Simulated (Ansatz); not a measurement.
Sn(NH2)Me3 (C3H11NSn), 16 atoms. Hardware: 4 threads of Arm Neoverse V2 on a shared host.

In the def2 sets Sn takes a core potential; there is no spin–orbit coupling. Correlated methods freeze 8 core orbitals; core or outer-core shells of Sn are correlated, in sets that lack core-valence functions.

Task: How many basis functions does each of these Ansatz runs have, and roughly what does it cost? r2SCAN-D4/def2-TZVP, charge 0 triplet at the geometry of the charge 0 singlet, energy, from earlier orbitals; ωB97M-V/def2-TZVP, charge 1 doublet at the geometry of the charge 0 singlet, energy, from earlier orbitals; RPA@PBE/def2-TZVP, charge 0 singlet, energy, from earlier orbitals; PBE0-D4/def2-SVP, charge 0 singlet, energy, from earlier orbitals; PBE-D4/def2-TZVP, charge 0 singlet, energy, from earlier orbitals; CCSD(T)/def2-SVP, charge 0 singlet, energy, from earlier orbitals; PBE-D4/def2-TZVP, charge 1 doublet at the geometry of the charge 0 singlet, energy, from earlier orbitals; ωB97M-V/def2-TZVPD, charge -1 doublet at the geometry of the charge 0 singlet, energy, from earlier orbitals; MP2/def2-TZVP, charge 0 singlet, energy, from earlier orbitals; PBE-D4/def2-TZVP, charge 0 triplet at the geometry of the charge 0 singlet, energy, from earlier orbitals; r2SCAN-D4/def2-TZVP, charge 0 singlet, energy, from earlier orbitals; PBE0-D4/def2-TZVP, charge 0 singlet, energy and forces, from earlier orbitals.

Result: Other jobs shared the machine, so times can vary by a factor of up to 3. A dash marks memory too small to be measured apart from the calling script's.

```csv
run,functions,fitting or Cholesky vectors,wall time,peak host memory (GiB)
"PBE0-D4/def2-SVP, charge 0 singlet, energy, from earlier orbitals",137,1638,1.5 s,–
"PBE-D4/def2-TZVP, charge 0 singlet, energy, from earlier orbitals",240,1567,2.1 s,–
"MP2/def2-TZVP, charge 0 singlet, energy, from earlier orbitals",240,1808,3.3 s,0.65
"r2SCAN-D4/def2-TZVP, charge 0 singlet, energy, from earlier orbitals",240,1567,4.4 s,–
"PBE0-D4/def2-TZVP, charge 0 singlet, energy and forces, from earlier orbitals",240,1640,4.9 s,0.76
"PBE-D4/def2-TZVP, charge 0 triplet at the geometry of the charge 0 singlet, energy, from earlier orbitals",240,1567,4.9 s,–
"PBE-D4/def2-TZVP, charge 1 doublet at the geometry of the charge 0 singlet, energy, from earlier orbitals",240,1567,5 s,–
"RPA@PBE/def2-TZVP, charge 0 singlet, energy, from earlier orbitals",240,1808,7 s,0.7
"r2SCAN-D4/def2-TZVP, charge 0 triplet at the geometry of the charge 0 singlet, energy, from earlier orbitals",240,1567,11 s,–
"ωB97M-V/def2-TZVP, charge 1 doublet at the geometry of the charge 0 singlet, energy, from earlier orbitals",240,1611,22 s,1.3
"CCSD(T)/def2-SVP, charge 0 singlet, energy, from earlier orbitals",137,1499,24 s,1.2
"ωB97M-V/def2-TZVPD, charge -1 doublet at the geometry of the charge 0 singlet, energy, from earlier orbitals",303,1704,85 s,2.2
```
